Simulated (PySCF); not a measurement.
A species of formula C2H8N2OSi has this rotational fingerprint, computed with PBE0-D3(BJ)/def2-SVP geometry optimisation, gas phase (PySCF 2.14.0):

| Item | Value |
| --- | --- |
| Rotational constants | A = 3791, B = 2311, C = 1579 MHz |
| Dipole components | \|μa\| = 2.14 D, \|μb\| = 1.64 D, \|μc\| = 0.11 D |
| Inertial defect | -32.03 u·Å² |
| κ | -0.34 |

Question: Which candidate fits, each taken in the one conformer that was computed?
A. `[CH3:1][C:2](=[O:3])[SiH:4]([NH2:5])[NH2:6]` with C1–C2–Si4–N5 -171°, C2–Si4–N5–H -13° and -166°, C2–Si4–N6–H -78° and 131°
B. `[CH3:1][NH:2][SiH2:3][C:4]([NH2:5])=[O:6]` with C1–N2–Si3–C4 -74°, N2–Si3–C4–N5 -15°, Si3–C4–N5–H -177° and -2°

Answer: A. It is CC(=O)[SiH](N)N, an asymmetric top, point group C1. The candidates at the same level (rigid rotor, commonest isotopes):

```csv
SMILES,A (MHz),B (MHz),C (MHz),μa (D),μb (D),μc (D),Δ (u·Å²),point group,rotor
CN[SiH2]C(N)=O,4786,1835,1502,3.77,2.15,1.47,-44.46,C1,asymmetric top
CC(=O)[SiH](N)N,3791,2311,1579,2.14,1.64,0.11,-32.03,C1,asymmetric top
```

`CN[SiH2]C(N)=O` has A 26 % too high. No structure here is proved a minimum.
